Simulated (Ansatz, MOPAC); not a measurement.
Molecule: C$_{2}$HClF, net charge 0, doublet state. SMILES: F[C]=CCl

Atoms: C1, C2, F3, Cl4, H5. Bonds: C1-C2, C1-Cl4, C1-H5, C2-F3.

Bond lengths (Å) and angles (degrees) optimised at PM3 with MOPAC; PM7 with MOPAC; HF/6-31G* with Ansatz (a first-principles code); B3LYP/LANL2DZ with Ansatz, each started from the B3LYP-D3(BJ)/def2-TZVP structure (Ansatz) of the last column. A row stands for all coordinates that are equal there. 6-31G* holds six Cartesian d functions. No wavenumbers were computed at B3LYP/LANL2DZ, so these may be saddle points.

```json
[
 {"coordinate": "C1-C2", "PM3": "1.322", "PM7": "1.321", "HF/6-31G*": "1.324", "B3LYP/LANL2DZ": "1.326", "B3LYP-D3(BJ)/def2-TZVP": "1.310"},
 {"coordinate": "C1-Cl4", "PM3": "1.676", "PM7": "1.711", "HF/6-31G*": "1.732", "B3LYP/LANL2DZ": "1.827", "B3LYP-D3(BJ)/def2-TZVP": "1.746"},
 {"coordinate": "C1-H5", "PM3": "1.095", "PM7": "1.079", "HF/6-31G*": "1.069", "B3LYP/LANL2DZ": "1.081", "B3LYP-D3(BJ)/def2-TZVP": "1.077"},
 {"coordinate": "C2-F3", "PM3": "1.294", "PM7": "1.274", "HF/6-31G*": "1.296", "B3LYP/LANL2DZ": "1.355", "B3LYP-D3(BJ)/def2-TZVP": "1.300"},
 {"coordinate": "C2-C1-Cl4", "PM3": "123.5", "PM7": "118.6", "HF/6-31G*": "122.5", "B3LYP/LANL2DZ": "123.2", "B3LYP-D3(BJ)/def2-TZVP": "122.6"},
 {"coordinate": "C1-C2-F3", "PM3": "142.5", "PM7": "141.7", "HF/6-31G*": "129.6", "B3LYP/LANL2DZ": "133.2", "B3LYP-D3(BJ)/def2-TZVP": "132.1"},
 {"coordinate": "C2-C1-H5", "PM3": "118.2", "PM7": "126.3", "HF/6-31G*": "121.4", "B3LYP/LANL2DZ": "122.9", "B3LYP-D3(BJ)/def2-TZVP": "121.7"},
 {"coordinate": "Cl4-C1-H5", "PM3": "118.3", "PM7": "115.2", "HF/6-31G*": "116.1", "B3LYP/LANL2DZ": "113.9", "B3LYP-D3(BJ)/def2-TZVP": "115.7"}
]
```

Mean signed difference of all 4 bond lengths from B3LYP-D3(BJ)/def2-TZVP: PM3 -0.012 Å, PM7 -0.012 Å, HF/6-31G* -0.003 Å, B3LYP/LANL2DZ 0.039 Å.
